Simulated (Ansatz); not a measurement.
A structure relaxed at PBE-D4/def2-SVP in Ansatz, charge 1, doublet:

```xyz
12

W     0.580   -1.189    0.467
W     0.223    0.086   -1.585
W     1.483   -2.189   -1.585
W    -0.277    1.668    0.886
Se   -2.604    0.976   -0.190
Se   -1.712   -0.429    1.592
Se   -0.896    3.568    1.968
Se   -0.167   -3.521   -0.463
Se    0.910    2.438   -1.138
Se    1.420    0.553    2.206
Se   -2.095   -0.271   -2.225
Se    3.135   -1.691    0.067
```

**Question.** Give its formula.

**Answer.** W₄Se₈⁺.

**Question.** Summarise the bond lengths by kind (pairs closer than 1.2 times the sum of covalent radii, bridged metal pairs left out).

**Answer.** 14 × Se–W 2.27 to 3.28 Å; 2 × Se–Se 2.44 Å; 2 × W–W 2.44 to 2.60 Å.

In the def2 sets W takes a core potential; there is no spin–orbit coupling. Another isomer (doublet) lies 2.42 eV lower at PBE0-D4/def2-TZVP; other spin states weren't run for this one.
